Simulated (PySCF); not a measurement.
diiodomethane (CH2I2), SMILES ICI. The structure is a stationary point at PBE0-D3(BJ)/def2-SVP. The def2 effective core potentials stand for the cores of I; spin–orbit coupling is left out.

These are PySCF with PBE0-D3(BJ)/def2-SVP values and carry that method's errors.

Harmonic wavenumbers (cm⁻¹): 120, 498, 597, 719, 1052, 1132, 1388, 3154, 3257. Rotational constants (GHz): 22.79, 0.6056, 0.5922; symmetry number 2.

Work out the zero-point energy and the ideal-gas rigid-rotor harmonic-oscillator thermochemistry at 298.15 K and 1 atm.

ZPE = ½ Σ hcν = ½ × 11918 cm⁻¹ = 17.04 kcal/mol. H − E(el) = 20.19 kcal/mol. Entropy in cal/(mol K): translation 42.65, rotation 26.69, vibration 4.65, total 73.99. G − E(el) = -1.87 kcal/mol. Cp = 13.66 cal/(mol K). Modes under 150 cm⁻¹ make the vibrational entropy uncertain.
